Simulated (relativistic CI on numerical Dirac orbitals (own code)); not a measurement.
## Mo+ (4d5) in a crystal field

Calculated by Dirac-Coulomb-Breit CI, KLI orbitals optimised for each configuration, QED by a radiative potential, valence Slater integrals scaled by 0.65, one configuration in a parametric crystal field (own radial code).

Field parameters in Wybourne normalisation: D3d B²₀ = −7Dσ, B⁴₀ = −14Dq − 21Dτ, B⁴₃ = −14√(10/7) Dq; D4h B²₀ = −7Ds, B⁴₀ = 21(Dq − Dt), B⁴₄ = 21√(5/14) Dq; Oh B⁴₀ = 21Dq, B⁴₄ = √(5/14) B⁴₀; Td as Oh with Dq negative (B⁴₀ = 21Dq, B⁴₄ = √(5/14) B⁴₀). The field is a parameter set, without covalency.

S and J are read from ⟨S²⟩ = S(S + 1) and ⟨J²⟩ = J(J + 1) of each level; they are not fictitious spins.

D3d, 10Dq = 14400, Dσ = 450, Dτ = -280 cm⁻¹, the lowest 10 levels:

| E (cm⁻¹) | Degeneracy | Irrep | S | J |
| --- | --- | --- | --- | --- |
| 0.0 | 2 | Γ4 | 0.53 | 4.59 |
| 1636 | 2 | Γ4 | 0.53 | 4.45 |
| 2018 | 2 | Γ5+Γ6 | 0.53 | 4.41 |
| 5054 | 2 | Γ4 | 2.26 | 2.86 |
| 5073 | 2 | Γ5+Γ6 | 2.27 | 2.85 |
| 5166 | 2 | Γ4 | 2.34 | 2.76 |
| 6310 | 2 | Γ5+Γ6 | 1.62 | 3.37 |
| 6458 | 2 | Γ4 | 1.65 | 3.25 |
| 6751 | 2 | Γ4 | 1.51 | 3.43 |
| 6927 | 2 | Γ4 | 1.65 | 3.48 |

Principal g values of the ground doublet: 1.36, 2.85, 2.85.

Td, 10Dq = -3450 cm⁻¹, the lowest 16 levels:

```
E (cm⁻¹)  Degeneracy  Irrep     S     J
     0.0           2     Γ7  2.49  2.50
     0.0           4     Γ8  2.49  2.50
   10652           4     Γ8  1.48  3.56
   10685           2     Γ6  1.50  3.38
   10713           2     Γ7  1.48  3.95
   10760           4     Γ8  1.49  3.79
   12345           2     Γ6  1.50  4.76
   12361           4     Γ8  1.49  4.83
   12425           4     Γ8  1.48  3.94
   12513           2     Γ7  1.48  2.95
   13055           4     Γ8  1.48  4.50
   13071           2     Γ7  1.49  4.42
   13103           2     Γ6  1.49  4.64
   13121           4     Γ8  1.49  4.52
   14546           4     Γ8  0.60  4.67
   14895           2     Γ7  1.38  3.66
```

Principal g values of the ground doublet: 3.33, 3.33, 3.33.

D4h, 10Dq = 13150, Ds = -80, Dt = -480 cm⁻¹, the lowest 16 levels:

| E (cm⁻¹) | Degeneracy | Irrep | S | J |
| --- | --- | --- | --- | --- |
| 0.0 | 2 | Γ7 | 0.51 | 4.53 |
| 1969 | 2 | Γ7 | 0.52 | 4.51 |
| 2501 | 2 | Γ6 | 0.52 | 4.39 |
| 7247 | 2 | Γ7 | 1.55 | 3.82 |
| 7475 | 2 | Γ7 | 1.53 | 3.65 |
| 7633 | 2 | Γ6 | 1.52 | 3.43 |
| 7765 | 2 | Γ6 | 1.50 | 3.22 |
| 10468 | 2 | Γ6 | 2.36 | 2.67 |
| 10560 | 2 | Γ7 | 2.39 | 2.66 |
| 10760 | 2 | Γ7 | 2.46 | 2.61 |
| 12104 | 2 | Γ6 | 1.65 | 3.78 |
| 12156 | 2 | Γ7 | 1.61 | 3.59 |
| 12511 | 2 | Γ7 | 0.94 | 4.19 |
| 12589 | 2 | Γ6 | 1.48 | 3.70 |
| 12637 | 2 | Γ7 | 1.34 | 3.90 |
| 12657 | 2 | Γ6 | 1.50 | 3.85 |

Principal g values of the ground doublet: 1.41, 2.64, 2.64.

D4h, 10Dq = 17000, Ds = 410, Dt = 250 cm⁻¹, the lowest 16 levels:

```
E (cm⁻¹)  Degeneracy  Irrep     S     J
     0.0           2     Γ7  0.52  4.64
     924           2     Γ6  0.51  4.41
     979           2     Γ7  0.52  4.38
    6376           2     Γ6  1.56  3.64
    6498           2     Γ7  1.54  3.57
    7838           2     Γ7  1.81  3.28
    7969           2     Γ6  1.53  3.47
    7990           2     Γ7  1.68  3.30
    8030           2     Γ6  1.55  3.50
    9185           2     Γ6  2.38  2.78
    9247           2     Γ7  2.32  2.80
    9348           2     Γ7  2.24  2.80
   11066           2     Γ7  1.52  3.68
   11165           2     Γ7  1.51  3.68
   11253           2     Γ6  1.50  3.64
   11367           2     Γ6  1.50  3.48
```

Principal g values of the ground doublet: 2.21, 2.21, 2.47.

Oh, 10Dq = 19200 cm⁻¹, the lowest 16 levels:

```csv
E (cm⁻¹),Degeneracy,Irrep,S,J
0.0,2,Γ7,0.51,4.64
927,4,Γ8,0.51,4.37
11267,4,Γ8,1.52,3.78
11343,2,Γ7,1.52,3.73
11552,4,Γ8,1.50,3.42
11665,2,Γ6,1.50,3.14
14768,2,Γ6,1.50,3.83
14787,4,Γ8,1.50,3.72
14903,4,Γ8,1.49,3.44
14954,2,Γ7,1.49,3.15
16200,2,Γ7,2.48,2.55
16200,4,Γ8,2.48,2.54
17546,4,Γ8,0.51,5.35
17624,2,Γ7,0.52,4.74
18031,2,Γ6,0.51,5.20
18872,2,Γ7,0.51,4.91
```

Principal g values of the ground doublet: 2.26, 2.26, 2.26.

The free-ion ground term has S = 5/2. The field overcomes the spin-pairing energy for D3d, 10Dq = 14400, Dσ = 450, Dτ = -280 cm⁻¹; D4h, 10Dq = 13150, Ds = -80, Dt = -480 cm⁻¹; D4h, 10Dq = 17000, Ds = 410, Dt = 250 cm⁻¹; Oh, 10Dq = 19200 cm⁻¹, where the ground state has lower spin; these fields are assumed values.

Levels of this model without a field, named by their leading LS term (the scale mimics covalency, so terms lie below those of the real free ion): 6S_5/2 0, 4G_5/2 12974, 4G_7/2 13066, 4G_11/2 13115, 4G_9/2 13127, 4P_5/2 14718, 4P_3/2 14890, 4P_1/2 15121 cm⁻¹.
